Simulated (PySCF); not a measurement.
**Electric field gradients and quadrupole coupling constants**

Compound: C7H12OSi.
SMILES with atom numbers: `[CH:1]#[C:2][C@@:3]([CH3:4])([CH:5]=[O:6])[CH2:7][SiH2:8][CH3:9]` (hydrogens: H10 on C1; H11, H12, H13 on C4; H14 on C5; H15, H16 on C7; H17, H18 on Si8; H19, H20, H21 on C9)

Geometry (GFN2-xTB, Å), atoms numbered from 1 in this order:
```
atom  x, y, z in Å
C1     1.4754   -1.9257    1.0835
C2     1.1959   -0.9036    0.5268
C3     0.8739    0.3372   -0.1580
C4     2.1721    1.1478   -0.3558
C5     0.3914    0.0054   -1.5573
O6    -0.5440    0.5090   -2.1086
C7    -0.1708    1.1514    0.6095
Si8   -1.6873    0.1630    1.2232
C9    -2.3253   -1.0834   -0.0522
H10    1.7149   -2.8153    1.5854
H11    2.8966    0.5827   -0.9398
H12    1.9529    2.0807   -0.8714
H13    2.6118    1.3747    0.6129
H14    1.0278   -0.7446   -2.0687
H15   -0.4991    1.9624   -0.0424
H16    0.3133    1.6137    1.4710
H17   -2.7312    1.1464    1.5437
H18   -1.3017   -0.5534    2.4478
H19   -2.5752   -0.6013   -0.9925
H20   -1.5818   -1.8487   -0.2610
H21   -3.2182   -1.5816    0.3137
```

Field gradients from the PBE0/pcSseg-1 density (PySCF, non-relativistic), principal values in atomic units, ordered |Vxx| ≤ |Vyy| ≤ |Vzz|:

| atom | Vxx | Vyy | Vzz |
| --- | --- | --- | --- |
| O6 | 0.4118 | 1.5756 | -1.9874 |

Task: Find the asymmetry η = (Vxx − Vyy)/Vzz and the couplings χ = eQV/h (234.96 MHz × Q in barn × V in au), with Q(17O) = −0.0256 b.

Result: 
| atom | environment | nucleus | η | χzz (MHz) | χxx (MHz) | χyy (MHz) |
| --- | --- | --- | --- | --- | --- | --- |
| O6 | aldehyde oxygen | 17O | 0.59 | 11.95 | -2.48 | -9.48 |

Task: What is Vzz at O6 in SI units (1 au = 9.71736 × 10²¹ V/m²)?

Result: -1.9874 au = -19.313 × 10²¹ V/m².

Task: And the gradient at the other heavy atoms, for which no coupling is worked out here?

Result: 
| atom | environment | Vzz (au) | η |
| --- | --- | --- | --- |
| C1 | terminal alkyne carbon | -0.284 | 0.13 |
| C2 | alkyne carbon | -0.293 | 0.05 |
| C3 | sp3 carbon next to a carbonyl | 0.109 | 0.11 |
| C4 | methyl carbon | 0.142 | 0.04 |
| C5 | aldehyde carbon | 0.572 | 0.06 |
| C7 | sp3 carbon bound to silicon | 0.149 | 0.58 |
| Si8 | SiH2 silicon | 0.108 | 0.24 |
| C9 | Si-methyl carbon | -0.033 | 0.88 |

Task: What couplings would deuterons (Q(2H) = 0.00286 b) have in place of the hydrogens, at this geometry?

Result: 
```csv
atom,bonded to,bond length (Å),Vzz (au),η,χzz (kHz)
H10,C1,1.049,0.3955,0.00,266
H11,C4,1.089,0.3098,0.04,208
H12,C4,1.088,0.3103,0.03,208
H13,C4,1.088,0.3120,0.03,210
H14,C5,1.109,0.2663,0.01,179
H15,C7,1.091,0.3081,0.05,207
H16,C7,1.091,0.3113,0.05,209
H17,Si8,1.469,0.1589,0.01,107
H18,Si8,1.470,0.1593,0.02,107
H19,C9,1.086,0.3214,0.01,216
H20,C9,1.087,0.3219,0.02,216
H21,C9,1.086,0.3268,0.01,220
```

The structure is a single GFN2-xTB conformer in the gas phase; no vibrational or solvent corrections. GFN2-xTB bond lengths can be off by several hundredths of an ångström, more for odd bonds, and the gradients follow them. With so small a basis the couplings can be 20 % off.
